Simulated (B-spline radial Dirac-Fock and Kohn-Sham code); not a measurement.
# Two-hole binding energies of Sm³⁺

System: samarium as Sm³⁺ in the configuration [Xe] 4f3 6s2 (an excited configuration).

The computed values come from a radial atomic solver: Dirac-Fock (average of configuration) total-energy differences with a finite nucleus, the Breit interaction including its frequency dependence, and self-energy and vacuum-polarisation corrections. U is the two-hole binding energy less the two single-hole energies, the effective repulsion of the holes after relaxation. Each two-hole energy is an average over J within one jj subconfiguration.

```
          holes  E(a) (eV)  E(b) (eV)  E(ab) (eV)  U (eV)
   1s⁻¹ 3p1/2⁻¹    46896.3     1615.1     48608.2    96.9
   1s⁻¹ 3p3/2⁻¹    46896.3     1492.4     48476.8    88.1
   1s⁻¹ 3d3/2⁻¹    46896.3     1176.2     48156.4    83.9
   1s⁻¹ 3d5/2⁻¹    46896.3     1150.4     48128.3    81.7
   2s⁻¹ 2p1/2⁻¹     7808.8     7378.3     15355.6   168.5
2p1/2⁻¹ 2p3/2⁻¹     7378.3     6782.9     14358.6   197.4
   2s⁻¹ 3p3/2⁻¹     7808.8     1492.4      9375.9    74.7
   2s⁻¹ 3d3/2⁻¹     7808.8     1176.2      9067.8    82.8
2p1/2⁻¹ 3d3/2⁻¹     7378.3     1176.2      8635.7    81.2
2p1/2⁻¹ 3d5/2⁻¹     7378.3     1150.4           ?       ?
2p3/2⁻¹ 3d5/2⁻¹     6782.9     1150.4      8013.6    80.4
        3p1/2⁻²     1615.1     1615.1      3293.0    62.9
        3p3/2⁻²     1492.4     1492.4      3041.2    56.4
3d3/2⁻¹ 3d5/2⁻¹     1176.2     1150.4      2391.7    65.1
```

Task: Give the missing two-hole energy and U.

Result: E(ab) = 8612.0 eV and U = 83.3 eV.
